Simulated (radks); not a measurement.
Values are calculated unless marked as measured or tabulated.
Spherical quantum dot in the effective-mass picture: electrons in a hard-walled sphere of radius 1.41, all in effective atomic units (hartree* = m*/eps^2 hartree, bohr* = eps/m* bohr), one dielectric constant everywhere. Level of theory: non-relativistic Kohn-Sham, PBE, spin-polarised, spherical densities (a radial shooting solver with Libxc functionals). Levels are named by radial order and angular momentum (1s, 1p, 1d, 2s, ...), and open shells are averaged over m. Results are scaled to m* = 0.049 and eps = 9.4, for which hartree* = 15.09 meV and bohr* = 10.15 nm.

N = 3, configuration 1s2 1p(up 1, down 0). This is the lowest configuration that the search found. Occupied and some empty levels:

| level | occupation | eigenvalue (meV) | <r> (nm) |
|---|---|---|---|
| 1s up | 1 | 77.069 | 7.456 |
| 1s down | 1 | 79.130 | 7.410 |
| 1p up | 1 | 113.08 | 8.620 |
| 1p down | 0 | 115.61 | 8.609 |
| 1d up | 0 | 160.73 | 9.352 |
| 1d down | 0 | 163.40 | 9.353 |
| 2s up | 0 | 190.81 | 7.041 |
| 2s down | 0 | 191.90 | 7.065 |
| 1f up | 0 | 218.89 | 9.872 |
| 1f down | 0 | 221.54 | 9.878 |

Energy (meV): total 199.853, kinetic 152.37, external 0, Hartree 78.684, exchange-correlation -31.202.

Electron density:

| r (nm) | n(r) (e/nm^3) |
|---|---|
| 0.329 | 0.0008531 |
| 1.05 | 0.0008540 |
| 1.76 | 0.0008548 |
| 2.48 | 0.0008540 |
| 3.19 | 0.0008493 |
| 3.91 | 0.0008379 |
| 4.63 | 0.0008170 |
| 5.34 | 0.0007844 |
| 6.06 | 0.0007382 |
| 6.78 | 0.0006779 |
| 7.49 | 0.0006043 |
| 8.21 | 0.0005196 |
| 8.93 | 0.0004277 |
| 9.64 | 0.0003338 |
| 10.4 | 0.0002444 |
| 11.1 | 0.0001636 |
| 11.8 | 0.00009720 |
| 12.5 | 0.00004837 |
| 13.2 | 0.00001653 |
| 13.9 | 1.854e-06 |
